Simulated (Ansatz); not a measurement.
Process, species as SMILES: CCCCCCO -> CCC[CH]CCO + H atom (the C-H bond at the site shown breaks; other sites are not compared here)
Geometries: B3LYP-D3(BJ)/def2-TZVP minima from Ansatz (a program for electronic structure), one conformer each, not searched for the lowest.

Wanted: bond dissociation energy (electronic energy difference), in kJ/mol. Correlated levels leave the core frozen unless marked. Open shells are spin-unrestricted. No spin-orbit coupling. Non-relativistic. CBS(X,Y): correlation extrapolated as X^-3; Hartree-Fock from the larger set. [CCSD(T)-MP2]/basis is that difference in the basis named.

```json
[
 {"level": "PBE/def2-TZVPD", "program": "Ansatz", "bond dissociation energy (kJ/mol)": "423.3"},
 {"level": "PBE-D3(BJ)/def2-TZVPD", "program": "Ansatz + dftd3", "bond dissociation energy (kJ/mol)": "423.9"},
 {"level": "PBE-D4/def2-TZVPD", "program": "Ansatz + dftd4", "bond dissociation energy (kJ/mol)": "423.4"},
 {"level": "BLYP-D4/def2-TZVPD", "program": "Ansatz + dftd4", "bond dissociation energy (kJ/mol)": "424.2"}
]
```

Task: Estimate the value at RI-MP2/CBS(cc-pVTZ,cc-pVQZ)+[CCSD(T)-MP2]/cc-pVTZ as computed with Ansatz.

Result: 449.6 kJ/mol
